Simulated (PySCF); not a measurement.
## How the method changes the constants of InS

State: ²Σ⁺ (doublet), unpaired electrons σ ↑. Set-up: PySCF, scalar-relativistic core potentials, basis sets In def2-SVP with ECP28, S def2-SVP. De refers to In + S in their high-spin ground configurations, without counterpoise correction. The functionals are run spin-unrestricted. A positive dipole means In(−)S(+). Levels whose curve was spin-contaminated or gave no clean fit are not listed.

```json
{"Level": "UHF", "Re (Å)": "2.361", "ωe (cm⁻¹)": "307", "De (eV)": "1.47", "μ (D)": "-4.49"}
{"Level": "UHF-CCSD", "Re (Å)": "2.309", "ωe (cm⁻¹)": "371", "De (eV)": "2.48", "μ (D)": "n/a"}
{"Level": "UHF-CCSD(T)", "Re (Å)": "2.303", "ωe (cm⁻¹)": "379", "De (eV)": "2.68", "μ (D)": "n/a"}
{"Level": "PBE", "Re (Å)": "2.313", "ωe (cm⁻¹)": "366", "De (eV)": "3.39", "μ (D)": "-3.50"}
{"Level": "BLYP", "Re (Å)": "2.348", "ωe (cm⁻¹)": "341", "De (eV)": "3.16", "μ (D)": "-3.32"}
{"Level": "r²SCAN", "Re (Å)": "2.289", "ωe (cm⁻¹)": "379", "De (eV)": "3.29", "μ (D)": "-3.78"}
{"Level": "PBE0", "Re (Å)": "2.295", "ωe (cm⁻¹)": "373", "De (eV)": "3.13", "μ (D)": "-3.91"}
{"Level": "r²SCAN0", "Re (Å)": "2.283", "ωe (cm⁻¹)": "377", "De (eV)": "3.05", "μ (D)": "-4.01"}
{"Level": "CAM-B3LYP", "Re (Å)": "2.306", "ωe (cm⁻¹)": "357", "De (eV)": "2.92", "μ (D)": "-3.78"}
{"Level": "B2PLYP", "Re (Å)": "2.302", "ωe (cm⁻¹)": "371", "De (eV)": "2.94", "μ (D)": "-3.97"}
```

Task: Which functional lies closest to UHF-CCSD(T) in De, which farthest, and by how much do they differ from it?

Result: Closest is CAM-B3LYP (+0.3 pm in Re, -5.8 % in ωe, +0.24 eV in De against UHF-CCSD(T) in the same basis), farthest PBE (+1.0 pm in Re, -3.4 % in ωe, +0.71 eV in De). CCSD(T) converges more slowly with the basis than the functionals do and binds too weakly in this one, so the order can change at the basis-set limit.

Task: What does a quarter of exact exchange do here, going from PBE to PBE0?

Result: PBE0 less PBE: -1.8 pm in Re, +1.9 % in ωe, -0.26 eV in De. Exact exchange removes part of the self-interaction that spreads semilocal densities, and in most molecules shortens and stiffens the bond and lowers De; so it does here.

Task: What does a quarter of exact exchange do here, going from r²SCAN to r²SCAN0?

Result: r²SCAN0 less r²SCAN: -0.6 pm in Re, -0.5 % in ωe, -0.24 eV in De. Exact exchange removes part of the self-interaction that spreads semilocal densities, and in most molecules shortens and stiffens the bond and lowers De; here ωe goes the other way.

Correlated steps freeze 9 core orbitals. Correlated levels converge slowly with the basis: in double zeta they bind strong bonds too weakly, by up to about 1 eV, and carry superposition errors of some tenths. These are scalar-relativistic numbers at best; spin–orbit coupling would shift them, the dissociation energy most. B2PLYP dipoles, levels and charges come from its SCF part alone. The state was picked by a PBE0 search and need not be the measured ground state.

The whole job (state search and all levels along the bond) took about 2 min on 1 thread of Arm Neoverse V1 (shared host), peak memory 0.51 GiB.
